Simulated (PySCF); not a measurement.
**Assigning NMR signals**

Atoms are numbered as in `[CH2:1]=[N:2][Si@@H:3]1[Si@H:4]([Cl:5])[Si@@H:6]([CH3:7])[Si@@H:8]1[Cl:9]`. Each H is labelled by its parent atom. Ha(C1) is cis to Si3; Hb(C1) is trans to Si3.

[PySCF 2.14.0 with density-fitted response routines: geometry from GFN2-xTB; GIAO PBE0/pcSseg-1 shieldings; one averaged value for each set of equivalent atoms; in vacuum; non-relativistic; single conformer]

References, each an isolated molecule treated in the same way: ¹³C (σref 186.93) and ¹H (σref 31.72) against TMS.

Question: Assign these signals to the numbered atoms. ¹³C{¹H} NMR (computed): δ 181.1, -8.7.

Answer: 
```tsv
δ (ppm)	atoms	environment	reason
181.1	C1	C=N carbon	–
-8.7	C7	methyl carbon bonded to Si	an electropositive neighbour leaves it electron-rich and shielded
```

Question: Assign these signals to the numbered atoms. ¹H NMR (600 MHz, computed): δ 9.05 (m, 1H), 8.95 (m, 1H), 6.28 (m, 1H), 6.15 (m, 2H), 4.93 (m, 1H), 0.15 (d, 3H).

Answer: 
9.05 → Ha(C1), hydrogen on a C=N carbon
8.95 → Hb(C1), hydrogen on a C=N carbon
6.28 → H(Si3), hydrogen on a silicon bonded to N, 2 Si, in a 4-membered ring
6.15 → H(Si4)/H(Si8), hydrogen on a silicon bonded to Cl, 2 Si, in a 4-membered ring
4.93 → H(Si6), hydrogen on a silicon bonded to C, 2 Si, in a 4-membered ring
0.15 → H(C7), hydrogen on a methyl carbon bonded to Si: an electropositive neighbour shields it, as in TMS itself

Ha(C1) and Hb(C1) lie closer than the usual error of such a calculation, so a measured spectrum could show them in the other order.

Shifts are as computed. Against solution values, carbons near 30 ppm lie about +3 ppm off and those near 130 ppm about +5 ppm. Of 1309 compounds with measured shifts, 239 miss one by over three times the rms of a fit or turn the order of signals round; such compounds aren't used in these exercises. Multiplicities follow the n + 1 count of equivalent neighbours, as no J values were calculated; m marks all less simple cases, F and P coupling included.
